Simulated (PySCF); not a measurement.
# Ionisation energy of N²⁺ by level of theory

N²⁺ [He] 2s2 2p1 (2P) → N³⁺ [He] 2s2 (1S), as a difference of total energies. All numbers are calculated (PySCF 2.14, scalar relativity by spin-free X2C-1e, in x2c-TZVPall). Correlated levels: valence: 1s2 frozen. The calculations carry no spin-orbit coupling.

**Question.** Order these methods by the ionisation energy they give, lowest first.
A. CCSD (valence)
B. MP2 (valence)
C. SCS-MP2 (valence)
D. r2SCAN

**Answer.** A (47.210 eV), C (47.414 eV), B (47.461 eV), D (48.216 eV).

Errors of the correlated levels include the incompleteness of this basis and the frozen core.

The coupled-cluster amplitudes are large for N³⁺ (T1 above 0.03 or a double amplitude above 0.15), so a single reference is strained.

For comparison: 47.445 eV (semi-empirical (NIST evaluation); NIST Atomic Spectra Database, ionization energies).
